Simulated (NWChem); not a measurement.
A calculation on iodine monochloride (ClI)

```
Cl
I 1 2.3566
```
Charge 0, spin multiplicity 1.

All runs are NWChem calculations. Structure: optimised with PBE0/def2-SVP with def2 effective core potentials on I, a minimum by its harmonic frequencies.

Effective core potentials replace the inner electrons of I; spin-orbit coupling is left out. B3LYP has NWChem's definition, with VWN1-RPA local correlation. The stability of the SCF solutions was not checked.

Worked example. At B3LYP/def2-TZVP the molecule has a total energy of -758.02826 Ha and the free atoms (multiplicities Cl 2, I 2) I -297.77840, Cl -460.16698 Ha. The electronic atomisation energy is the atoms' sum less the molecule's energy.

1·(-460.16698) + 1·(-297.77840) = -757.94538 Ha for the atoms; less the molecule's energy this leaves 0.08288 Ha, or 52.0 kcal/mol (218 kJ/mol), without zero-point, thermal or spin-orbit terms.
